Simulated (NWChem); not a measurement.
# SiCl₃F; SMILES F[Si](Cl)(Cl)Cl

Computed with NWChem. Geometry: optimised at PBE-D3(BJ)/def2-SVP.

For level PBE/cc-pVDZ:

| Quantity | Value |
|---|---|
| highest occupied level (eV) | -8.12 |
| dipole (D) | 0.51 |

### Question
Estimate the same quantities for level PBE/aug-cc-pVTZ.

### Answer
The highest occupied level (eV) comes out as -8.29. The dipole (D) is 0.61.
